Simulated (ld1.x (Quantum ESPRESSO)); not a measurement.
**Before and after: RRKJ potential for Pb (Z = 82)**

```
Element                 : Pb
Generator               : ld1.x (Quantum ESPRESSO) 7.5
Type                    : norm-conserving RRKJ (Kleinman–Bylander form)
Functional              : revPBE
Relativity              : non-relativistic
Frozen core             : [Xe] 4f14 5d10
Valence charge          : 4
Reference configuration : 6s2 6p2
Partial waves           : 6p (bound): rc 1.95 bohr; 6s (bound): rc 2.40 bohr
Local potential         : the s channel
Core correction         : none
```

Change: wave 6s (bound): rc 2.40 bohr becomes 6s (bound): rc 1.90 bohr.

Cutoffs: the cutoffs (Ry, on a coarse ladder) from which the occupation-weighted sum of valence levels, in a spherical-Bessel basis at the reference potential, stays within 10 and 1 mRy of its value at 400 Ry; they do not see the model core or the augmentation charge, which bear on the density cutoff. Errors are all-electron minus pseudo energies relative to the spin-unpolarised reference configuration.

Question: What does the change do?

Answer: The potential gets harder (30 Ry and 35 Ry → 30 Ry and 50 Ry); both files keep a bound ghost (p); of the 7 tests that both files solve, the error grows in 3 and shrinks in 2 by more than 15 % and 0.3 meV (median size 4.8 → 5.4 meV). A smaller radius makes the pseudo-wave follow the all-electron one further in, where it bends more sharply, so more plane waves are needed.

| quantity | base | changed |
| --- | --- | --- |
| cutoff, loose | 30 Ry | 30 Ry |
| cutoff, tight | 35 Ry | 50 Ry |
| loose cutoff by channel (10 mRy a level) | p 25 Ry, s 8 Ry | p 25 Ry, s 18 Ry |
| bound ghosts | p | p |
| error for 6s2 6p1, meV [ΔE 6.64 eV] | -3.7 | -5.4 |
| error for 6s2 6p0, meV [ΔE 19.93 eV] | +9.1 | -15 |
| error for 6s1 6p0, meV [ΔE 48.22 eV] | +4.8 | -8.9 |
| error for 6s2 6p2.3, meV [ΔE -0.84 eV] | -0.2 | -0.3 |
| error for 6s0 6p4, meV [ΔE 11.87 eV] | +142 | +101 |
| error for 6s2 6p1.5, meV [ΔE 2.55 eV] | -0.8 | -1.0 |
| error for 6s1 6p2, meV [ΔE 13.08 eV] | +7.8 | +3.0 |

 A true bound ghost makes a file unfit for plane-wave use even where its test errors are small: the radial tests pick states by their node count and pass the ghost by.
